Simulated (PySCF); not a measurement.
Hf(OH)2(H)2 (H4HfO2), SMILES [OH][HfH2][OH], multiplicity 1. Coordinates come from a PBE-D3(BJ)/def2-TZVP optimisation. The multiplicity is an assumed one; other spin states were not compared. The def2 effective core potentials stand for the cores of Hf; spin–orbit coupling is left out. Other conformers were not sampled.

Problem. Give the equilibrium geometry at PBE-D3(BJ)/def2-TZVP (PySCF confirms it by a frequency run) as bond lengths and angles, and its point group. (An estimate is asked for; the answer gives what the named calculation found.)

Solution. One answer among several that fit: point group C2v.
Atoms: Hf1 O2 H3 O4 H5 H6 H7. Bonds (Å): Hf1–O2 1.918, Hf1–O4 1.918, Hf1–H6 1.872, Hf1–H7 1.872, O2–H3 0.963, O4–H5 0.963. Bond angles (°): O2–Hf1–O4 117.9, O2–Hf1–H6 107.1, O2–Hf1–H7 107.1, O4–Hf1–H6 107.1, O4–Hf1–H7 107.1, H6–Hf1–H7 110.3, Hf1–O2–H3 160.3, Hf1–O4–H5 160.3.
Charge 0, spin multiplicity 1.
